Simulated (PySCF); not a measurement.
## Telling isomers of C₆H₁₅PSi apart by NMR

Computational details: PBE0/pcSseg-1 with gauge-including orbitals, structure optimised with GFN2-xTB, in PySCF (no relativistic terms, one computed conformer, equivalent nuclei averaged, gas phase).

References, each an isolated molecule treated in the same way: 1H (σref 31.72) and 13C (σref 186.93) against TMS. Splittings of carbon signals by F and P are missing where no couplings were computed. Where no couplings were computed, multiplicities follow the n + 1 count of equivalent neighbours, and m marks all less simple cases (inequivalent or close neighbours, rings, F or P nearby). Shifts are as computed. Against solution values, carbons near 30 ppm lie about +3 ppm off and those near 130 ppm about +5 ppm. Of 1211 compounds with measured shifts, 218 miss one by over three times the rms of a fit or turn the order of signals round; such compounds aren't used in these exercises.

(1) Tabulate the signals of `C[Si](C)(C)P1CCC1`, `CCCP1CC([SiH3])C1` and their relative energies.

(2) What is the quickest way to tell C[Si](C)(C)P1CCC1 from CCCP1CC([SiH3])C1?

## Answers

(1) 
```tsv
SMILES	carbon types	δC	δH	E rel. (kcal/mol)
C[Si](C)(C)P1CCC1	3×CH2 3×CH3	29.1, 16.5, -1.4	2.68 (m, 2H), 2.13 (m, 4H), 0.23 (m, 9H)	0.0
CCCP1CC([SiH3])C1	1×CH 4×CH2 1×CH3	37.1, 24.1, 23.8, 21.0, 19.4	3.80 (d, 3H), 3.40 (m, 1H), 2.03 (m, 2H), 2.01 (m, 2H), 1.49 (m, 2H), 1.44 (m, 2H), 1.24 (t, 3H)	30.0
```

Energies are electronic energies at PBE0/pcSseg-1 on these geometries, without zero-point or thermal terms, each for the one conformer computed, which needn't be the lowest.

(2) Count the carbon signals: 3 against 5. The first has a methyl carbon bonded to Si (CH3) at -1.4 ppm, the second an sp3 CH bonded to Si at 21.0 ppm. Their most deshielded carbons lie at 29.1 and 37.1 ppm. In the proton spectra the most deshielded non-exchanging signals are 2.68 (m, 2H) and 3.80 (d, 3H).
